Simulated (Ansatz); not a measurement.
C$_{3}$H$_{8}$OSe, singlet, at a GFN2-xTB geometry; CAM-B3LYP/6-31G** in Ansatz (a quantum-chemistry and plane-wave program).

Ansatz was given this input:
Ansatz 0.2 input:
```yaml
crystal:
  periodic: [false, false, false]
  atoms:
    - {symbol: Se, position_ang: [0.26325586, 0.41924160, 0.80262341]}
    - {symbol: C, position_ang: [-0.99040817, -0.63064249, -0.34096834]}
    - {symbol: C, position_ang: [-0.33597274, -1.93957701, -0.73784864]}
    - {symbol: C, position_ang: [-1.42442894, 0.19133686, -1.54074187]}
    - {symbol: H, position_ang: [-1.83815924, -0.80769689, 0.32769979]}
    - {symbol: H, position_ang: [-1.00451744, -2.52020613, -1.37186167]}
    - {symbol: H, position_ang: [0.58164546, -1.74342609, -1.28923235]}
    - {symbol: H, position_ang: [-0.08858077, -2.52982868, 0.14193835]}
    - {symbol: H, position_ang: [-1.86778734, 1.13507294, -1.22760636]}
    - {symbol: H, position_ang: [-2.16061607, -0.35920096, -2.12464275]}
    - {symbol: H, position_ang: [-0.57029016, 0.39960899, -2.18314846]}
    - {symbol: O, position_ang: [1.61630322, 0.61882293, -0.38337469]}
    - {symbol: H, position_ang: [1.57203935, 1.49417500, -0.77799213]}
basis:
  gaussian:
    orbitals: 6-31G__.json
hamiltonian:
  xc: cam_b3lyp
```
The basis file holds 6-31G** in the JSON format of the Basis Set Exchange.

Q: Predict the main parts of the log of this Ansatz run.

A: 
```
Functional definition: CAM-B3LYP
1478 factors; their error is unknown
380 factors; integrals over basis functions are off by at most 7.8e-6 eV
mean field evaluation 1: about -70624.7358 eV, gradient 5.4e1 eV
mean field evaluation 2: about -70622.6445 eV, gradient 6.5e1 eV
mean field evaluation 4: about -70630.6129 eV, gradient 2.2e0 eV
mean field evaluation 8: about -70630.6301 eV, gradient 2.8e-2 eV
mean field evaluation 16: about -70630.6713 eV, gradient 4.6e-5 eV
mean field -70630.67133156 eV, -2595.6292962462 hartree, gradient 4.6e-5 eV, S^2 0.000000; 0 other end points of the search recorded, 0 dependent functions left out
reference -70630.67143913 eV, -2595.6293001994 hartree; 34, 34 occupied and 101, 101 virtual orbitals, 1478 factors
Total energy: -70630.67143913 eV, -2595.6293001994 hartree
```
